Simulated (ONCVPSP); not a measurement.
caesium (Cs): ONCV pseudisation with PBE, scalar-relativistic reference atom.

ONCVPSP 4.0.1 was run on this input:

```
# ATOM AND REFERENCE CONFIGURATION
# atsym  z   nc   nv     iexc    psfile
  Cs 55.00    9    3        4      upf
#
#   n    l    f
    1    0    2.00
    2    0    2.00
    2    1    6.00
    3    0    2.00
    3    1    6.00
    3    2   10.00
    4    0    2.00
    4    1    6.00
    4    2   10.00
    5    0    2.00
    5    1    6.00
    6    0    1.00
#
# PSEUDOPOTENTIAL AND OPTIMIZATION
# lmax
    2
#
#   l,   rc,      ep,       ncon, nbas, qcut
    0    3.05    0.00    4    7    4.50
    1    2.25    0.00    4    7    4.10
    2    2.50    0.10    4    8    3.80
#
# LOCAL POTENTIAL
# lloc, lpopt,  rc(5),   dvloc0
    4    5    1.45    3.00
#
# VANDERBILT-KLEINMAN-BYLANDER PROJECTORs
# l, nproj, debl
    0    3    1.50
    1    2    0.70
    2    2    3.60
#
# MODEL CORE CHARGE
# icmod, fcfact, rcfact
    3    2.25    1.05
#
# LOG DERIVATIVE ANALYSIS
# epsh1, epsh2, depsh
   -2.00    5.00    0.02
#
# OUTPUT GRID
# rlmax, drl
    6.00    0.01
#
# TEST CONFIGURATIONS
# ncnf
    4
# nvcnf
#   n    l    f
    3
    5    0    2.00
    5    1    6.00
    6    0    0.00
#
    3
    5    0    2.00
    5    1    6.00
    6    0    0.50
#
    4
    5    0    2.00
    5    1    6.00
    6    0    0.00
    6    1    1.00
#
    3
    5    0    1.00
    5    1    6.00
    6    0    1.00
#
```

Command:

```bash
oncvpsp.x < Cs.dat > Cs.out
```

Resulting log (shortened: citation, most of the input echo, consistency checks and plot data are left out):

```
ONCVPSP  (Optimized Norm-Conservinng Vanderbilt PSeudopotential)
scalar-relativistic version 4.0.1

#   n    l    f        energy (Ha)
    1    0    2.00    -1.3156316E+03
    2    0    2.00    -2.0636953E+02
    2    1    6.00    -1.8511681E+02
    3    0    2.00    -4.2903086E+01
    3    1    6.00    -3.6064756E+01
    3    2   10.00    -2.6030661E+01
    4    0    2.00    -8.0956195E+00
    4    1    6.00    -5.9097140E+00
    4    2   10.00    -2.7285956E+00
    5    0    2.00    -9.8238832E-01
    5    1    6.00    -4.9678609E-01
    6    0    1.00    -7.6670109E-02

Reference configufation results
  iterations    27
  all-electron total energy (Ha)   -7.78693031D+03

Begin loop to  construct optimized pseudo wave functions
and semi-local pseudopoentials for all angular momenta

   Wellstate for l =  0  n =  8
     eigenvalue =   1.4233
     asymptotic potential =   1.9233
     half-point radius =  5.9919

Calculating optimized projector #   1

 for l=   0

    Fraction of norm inside rc  0.970903
    Optimizing pswf for qcut=   4.50 a_B^-1,  ecut=  10.14 Ha
    Residual kinetic energy error=  9.92D-08 Ha

    Energy error per electron        Cutoff
         Ha          eV             Ha
         0.01000     0.27211        2.90
         0.00100     0.02721        5.46
         0.00010     0.00272        6.95
         0.00001     0.00027        8.23

Calculating optimized projector #   2

 for l=   0

    Fraction of norm inside rc  0.063763
    Optimizing pswf for qcut=   4.50 a_B^-1,  ecut=  10.14 Ha
    Residual kinetic energy error=  1.44D-07 Ha

    Energy error per electron        Cutoff
         Ha          eV             Ha
         0.01000     0.27211        1.25
         0.00100     0.02721        4.68
         0.00010     0.00272        6.71
         0.00001     0.00027        8.24

Calculating optimized projector #   3

 for l=   0

    Fraction of norm inside rc  0.179491
    Optimizing pswf for qcut=   4.50 a_B^-1,  ecut=  10.14 Ha
    Residual kinetic energy error=  2.04D-05 Ha

    Energy error per electron        Cutoff
         Ha          eV             Ha
         0.01000     0.27211        5.39
         0.00100     0.02721        7.70
         0.00010     0.00272        9.17
         0.00001     0.00027       11.96

   Wellstate for l =  1  n =  6
     eigenvalue =   0.2032
     asymptotic potential =   0.7032
     half-point radius =  6.0077

Calculating optimized projector #   1

 for l=   1

    Fraction of norm inside rc  0.645391
    Optimizing pswf for qcut=   4.09 a_B^-1,  ecut=   8.37 Ha
    Residual kinetic energy error=  6.82D-04 Ha

    Energy error per electron        Cutoff
         Ha          eV             Ha
         0.01000     0.27211        2.91
         0.00100     0.02721        7.79
         0.00010     0.00272       24.47
         0.00001     0.00027       30.07

Calculating optimized projector #   2

 for l=   1

    Fraction of norm inside rc  0.114012
    Optimizing pswf for qcut=   4.09 a_B^-1,  ecut=   8.37 Ha
    Residual kinetic energy error=  4.10D-04 Ha

    Energy error per electron        Cutoff
         Ha          eV             Ha
         0.01000     0.27211        2.64
         0.00100     0.02721        7.07
         0.00010     0.00272       12.62
         0.00001     0.00027       25.60

WARNING wellstate: moderately localized bound state found for n= 5 l=  2
WARNING scattering state with energy  0.05000000
WARNING will be used for the first projector

   Wellstate for l =  2  n =  5
     eigenvalue =   0.0500
     asymptotic potential =   0.5500
     half-point radius =  6.0523

   Wellstate for l =  2  n =  8
     eigenvalue =   3.6500
     asymptotic potential =   4.1500
     half-point radius =  4.4372

Calculating optimized projector #   1

 for l=   2

    Fraction of norm inside rc  0.304104
    Optimizing pswf for qcut=   3.80 a_B^-1,  ecut=   7.21 Ha
    Residual kinetic energy error=  4.02D-06 Ha

    Energy error per electron        Cutoff
         Ha          eV             Ha
         0.01000     0.27211        2.92
         0.00100     0.02721        4.25
         0.00010     0.00272        5.27
         0.00001     0.00027        6.64

Calculating optimized projector #   2

 for l=   2

    Fraction of norm inside rc  0.159503
    Optimizing pswf for qcut=   3.80 a_B^-1,  ecut=   7.21 Ha
    Residual kinetic energy error=  2.15D-03 Ha

    Energy error per electron        Cutoff
         Ha          eV             Ha
         0.01000     0.27211        6.74
         0.00100     0.02721        8.84
         0.00010     0.00272       29.17
         0.00001     0.00027       47.03

Construct Vanderbilt / Kleinmman-Bylander projectors

B matrix Hermiticity error, ll=   0
   1   2    3.7632E-05
   1   3    1.6291E-04
   2   3   -3.5337E-05

  Orthonormal projector coefficients  6.7264E+00  1.5350E+00  2.1116E-01

B matrix Hermiticity error, ll=   1
   1   2    4.4015E-05

  Orthonormal projector coefficients  4.4377E+00  9.3428E-01

B matrix Hermiticity error, ll=   2
   1   2    1.1797E-04

  Orthonormal projector coefficients  3.0152E+00  4.8099E-01

Model core correction analysis
  based on d2Exc/dn_idn_j

d2excae - all-electron derivatives

   -2.477404D-02   -2.093954D-02   -1.413770D-03
   -2.093950D-02   -2.122553D-02   -2.696900D-03
   -1.412604D-03   -2.692987D-03   -3.025167D-02

d2excps - pseudofunction derivatives with no core correction

   -3.451870D-02   -2.357630D-02   -2.155475D-03
   -2.357693D-02   -2.297153D-02   -2.919487D-03
   -2.154928D-03   -2.915595D-03   -3.030739D-02

rms 2nd derivative error    3.545242E-03

rmatch, rhocmatch    1.3527    2.0467

Teter function model core charge with specified parameters

d2excps - pseudofunction derivatives with core correction

   -2.880971D-02   -2.214782D-02   -1.776128D-03
   -2.214811D-02   -2.245745D-02   -2.821146D-03
   -1.775040D-03   -2.817242D-03   -3.028243D-02

rms 2nd derivative error    1.528230E-03

Pseudoatom total energy  -20.386842

Diagnostic tests using Vanderbilt-Kleinman-Bylander pseudopotentials
  1 or more projectors used as specified by nproj input data

   l    rcore       rmatch      e in        delta e   norm test  slope test

   0   3.0514925   3.1441424  -0.9823883   0.0000003   1.0000825   1.0000768
   0   3.0514925   3.1441424  -0.0766701   0.0000002   1.0000104   1.0000086
   0   3.0514925   3.1441424   1.4233299   0.0000015   1.0001607   1.0001607

   1   2.2626286   2.3313269  -0.4967861  -0.0000022   1.0000547   1.0000641
   1   2.2626286   2.3313269   0.2032139  -0.0000001   1.0001527   1.0001527

   2   2.5048340   2.5808861   0.0500000   0.0000018   1.0000349   1.0000349
   2   2.5048340   2.5808861   3.6500000   0.0000632   1.0001597   1.0001597

 Testing for bound ghosts
   n   l    E NL Schr. Eq   E Basis Diag.   E Cutoff

   1   0       -0.982388       -0.982358     28.45
   2   0       -0.076670       -0.060917     28.45

   2   1       -0.496788       -0.496556     43.40

   3   2       -0.014109        0.018112     54.66

 Testing for highly-localized positive-energy ghosts
       l    <radius>/rc     E Basis Diag.   E Cutoff

       0        0.208374        3.298414     28.45  WARNING - GHOST(+)

Test configuration 0

   n   l     f        eae           eps        diff
   1   0  2.0000-1315.63155472
   2   0  2.0000 -206.36953090
   2   1  6.0000 -185.11681174
   3   0  2.0000  -42.90308616
   3   1  6.0000  -36.06475557
   3   2 10.0000  -26.03066084
   4   0  2.0000   -8.09561948
   4   1  6.0000   -5.90971403
   4   2 10.0000   -2.72859562
   5   0  2.0000   -0.98238832   -0.98238802    3.00D-07
   5   1  6.0000   -0.49678609   -0.49678825   -2.16D-06
   6   0  1.0000   -0.07667011   -0.07666987    2.40D-07

    Total energies and differences
      AE_ref= -7.78693031D+03  AE_tst= -7.78693031D+03  dif=  0.00D+00
      PS_ref= -2.03868416D+01  PS_tst= -2.03868416D+01  dif=  2.13D-14
      PSP excitation error= -2.13D-14

Test configuration 1

   n   l     f        eae           eps        diff
   1   0  2.0000-1315.82460355
   2   0  2.0000 -206.56249833
   2   1  6.0000 -185.30976430
   3   0  2.0000  -43.09603761
   3   1  6.0000  -36.25770439
   3   2 10.0000  -26.22361763
   4   0  2.0000   -8.28834043
   4   1  6.0000   -6.10238398
   4   2 10.0000   -2.92114000
   5   0  2.0000   -1.17371570   -1.17402694   -3.11D-04
   5   1  6.0000   -0.68612046   -0.68612340   -2.94D-06

    Total energies and differences
      AE_ref= -7.78693031D+03  AE_tst= -7.78678833D+03  dif=  1.42D-01
      PS_ref= -2.03868416D+01  PS_tst= -2.02448486D+01  dif=  1.42D-01
      PSP excitation error= -1.28D-05

Test configuration 2

   n   l     f        eae           eps        diff
   1   0  2.0000-1315.72140573
   2   0  2.0000 -206.45934914
   2   1  6.0000 -185.20662506
   3   0  2.0000  -42.99289667
   3   1  6.0000  -36.15456517
   3   2 10.0000  -26.12047336
   4   0  2.0000   -8.18534318
   4   1  6.0000   -5.99941888
   4   2 10.0000   -2.81825321
   5   0  2.0000   -1.07160835   -1.07172421   -1.16D-04
   5   1  6.0000   -0.58532635   -0.58532813   -1.78D-06
   6   0  0.5000   -0.14088201   -0.14088532   -3.31D-06

    Total energies and differences
      AE_ref= -7.78693031D+03  AE_tst= -7.78687627D+03  dif=  5.40D-02
      PS_ref= -2.03868416D+01  PS_tst= -2.03327912D+01  dif=  5.41D-02
      PSP excitation error= -3.69D-06

Test configuration 3

   n   l     f        eae           eps        diff
   1   0  2.0000-1315.67832270
   2   0  2.0000 -206.41633766
   2   1  6.0000 -185.16358966
   3   0  2.0000  -42.94996069
   3   1  6.0000  -36.11162617
   3   2 10.0000  -26.07753464
   4   0  2.0000   -8.14242884
   4   1  6.0000   -5.95649331
   4   2 10.0000   -2.77530781
   5   0  2.0000   -1.02874967   -1.02900080   -2.51D-04
   5   1  6.0000   -0.54196213   -0.54196601   -3.88D-06
   6   1  1.0000   -0.04760670   -0.04760716   -4.66D-07

    Total energies and differences
      AE_ref= -7.78693031D+03  AE_tst= -7.78687993D+03  dif=  5.04D-02
      PS_ref= -2.03868416D+01  PS_tst= -2.03364513D+01  dif=  5.04D-02
      PSP excitation error= -2.45D-06

Test configuration 4

   n   l     f        eae           eps        diff
   1   0  2.0000-1316.07288693
   2   0  2.0000 -206.80760847
   2   1  6.0000 -185.55490609
   3   0  2.0000  -43.34007541
   3   1  6.0000  -36.50172712
   3   2 10.0000  -26.46773890
   4   0  2.0000   -8.52730272
   4   1  6.0000   -6.34041604
   4   2 10.0000   -3.15601258
   5   0  1.0000   -1.35535859   -1.36784281   -1.25D-02
   5   1  6.0000   -0.84508287   -0.84793255   -2.85D-03
   6   0  1.0000   -0.27258316   -0.27319686   -6.14D-04

    Total energies and differences
      AE_ref= -7.78693031D+03  AE_tst= -7.78576598D+03  dif=  1.16D+00
      PS_ref= -2.03868416D+01  PS_tst= -1.92164574D+01  dif=  1.17D+00
      PSP excitation error= -6.05D-03
```

The run took about 3.6 s on one core of a shared server CPU.
